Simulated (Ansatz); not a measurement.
Question: Predict a relaxed structure of WNF3, charge 0, singlet, at PBE0-D4/def2-SVP (Ansatz).

Answer: 
```xyz
5

W    -0.0134   -0.0483    0.0427
N     0.3225    1.1623   -1.0280
F    -0.0647   -1.5737   -1.0190
F    -1.6534    0.4457    0.7660
F     1.4091    0.0139    1.2383
```
Point group C3v (tolerance 0.1 Å). The metal has 4 neighbours: N 1.65 Å, F 1.86 Å, F 1.86 Å, F 1.86 Å. This is one stationary point.

In the def2 sets W takes a core potential; there is no spin–orbit coupling. The restricted singlet is unstable towards broken spin symmetry in Hartree–Fock (as tested in another run); at PBE0-D4/def2-SVP this wasn't settled.
